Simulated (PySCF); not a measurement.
An EPR job on `[CH2+][C](/C=N/C)B(O)O` [radical].

Computed with UKS B3LYP, pcH-1 on B C H N O, non-relativistic, mean-field spin-orbit, GIAO (PySCF 2.14.0). Geometry: GFN2-xTB. The command runs a driver script over a list of jobs; the input below is this job's line of settings and its coordinates in Å.

Command:
```bash
OMP_NUM_THREADS=1 python probes_run.py task.json out
```

Input:
```
{"job": {"kind": "epr", "basis": "pcH-1"}, "charge": 1, "multiplicity": 2}
C     -1.536796    -1.348063    -1.359341
C     -0.785977    -0.606586    -0.542897
C      0.589633    -0.258490    -0.876310
N      1.335067     0.437106    -0.179298
C      2.573971     1.007711    -0.008222
B     -1.338405    -0.044880     0.864145
O     -2.598754    -0.358860     1.155031
O     -0.454865     0.672255     1.573583
H     -2.551856    -1.578714    -1.078133
H     -1.197282    -1.743739    -2.304334
H      0.927421    -0.675118    -1.836679
H      2.671637     1.315401     1.040209
H      3.385737     0.300529    -0.221100
H      2.676418     1.903001    -0.629599
H     -3.003712    -0.062562     1.971691
H     -0.699836     1.049954     2.419844
```

Question: Give the output.

Answer: 
```
UKS, coarse grid
  cycle   1  E = -386.92861530  |g| = 6.90e-01
  cycle   2  E = -386.06706760  |g| = 1.44e+00
  cycle   3  E = -387.02675830  |g| = 3.84e-01
  cycle   4  E = -387.09319575  |g| = 1.25e-01
  cycle   5  E = -387.09859951  |g| = 6.93e-02
  cycle   6  E = -387.10090849  |g| = 1.99e-02
  cycle   7  E = -387.10106492  |g| = 1.05e-02
  cycle   8  E = -387.10111649  |g| = 3.37e-03
  cycle   9  E = -387.10112899  |g| = 1.48e-03
  cycle  10  E = -387.10113129  |g| = 1.08e-03
  cycle  11  E = -387.10113308  |g| = 4.93e-04
UKS, final grid
  cycle   1  E = -387.10112170  |g| = 7.30e-04
  cycle   2  E = -387.10112121  |g| = 1.34e-03
  cycle   3  E = -387.10112213  |g| = 1.39e-04
  cycle   4  E = -387.10112218  |g| = 1.36e-04
  cycle   5  E = -387.10112223  |g| = 8.16e-05
  cycle   6  E = -387.10112223  |g| = 1.10e-05
E = -387.10112223 Eh   <S^2> = 0.7606 (exact 0.7500)
g shifts (ppm)      1          2          3
  rmc          -236       -236       -236
  gc              8         43         58
  oz_so         137        608       1817
  total         -91        415       1640
hyperfine (MHz)  atom isotope    a_iso     a_fc   dipolar eigenvalues
    0   13C      -7.50      -7.50     -7.89      2.81      5.08
    1   13C      30.17      30.17     -8.67     -5.12     13.80
    2   13C     -22.71     -22.71    -16.87      1.56     15.31
    3   14N      90.97      90.97    -41.87    -31.23     73.11
    4   13C     -12.82     -12.82     -8.02     -4.67     12.69
    5   11B       5.80       5.80     -1.70     -0.25      1.96
    6   17O      -4.13      -4.13     -1.54      0.74      0.80
    7   17O     -60.98     -60.98    -13.85      6.59      7.27
    8    1H      10.70      10.70     -1.29     -0.79      2.08
    9    1H       5.00       5.00     -2.61     -1.78      4.40
   10    1H     262.59     262.59     -5.42     -1.93      7.35
   11    1H     155.64     155.64     -8.69     -6.77     15.46
   12    1H     117.04     117.04     -6.82     -1.92      8.74
   13    1H      31.46      31.46     -6.70     -2.68      9.37
   14    1H       0.64       0.64     -1.13     -0.63      1.75
   15    1H      13.31      13.31     -5.07     -2.51      7.58
```

rmc, gc and oz_so are the mass-correction, gauge-correction and orbital-Zeeman/spin–orbit parts of the g shift along its three principal axes; a_iso is the isotropic hyperfine coupling and a_fc its Fermi-contact part. The program numbers atoms from 0.

Question: How far is ⟨S²⟩ from the pure-spin value?

Answer: S = 0.5 gives S(S+1) = 0.75; the run has 0.7606, 0.0106 more.

In short: ⟨S²⟩ 0.761; g_iso 2.0030.

Isolated species at its GFN2-xTB geometry (one conformer only). GFN2-xTB frequencies show an imaginary mode (41i cm⁻¹), so this geometry is no minimum at that level.

Question: How long does this job take on one thread of an Arm Neoverse V2 (shared host)? And the peak memory of the process?

Answer: About 66 s (density and orbital grids were written too), with 0.97 GiB resident at the peak, the Python interpreter and its libraries included.
Labels such as C1 count atoms from 1, the log's own numbers from 0.
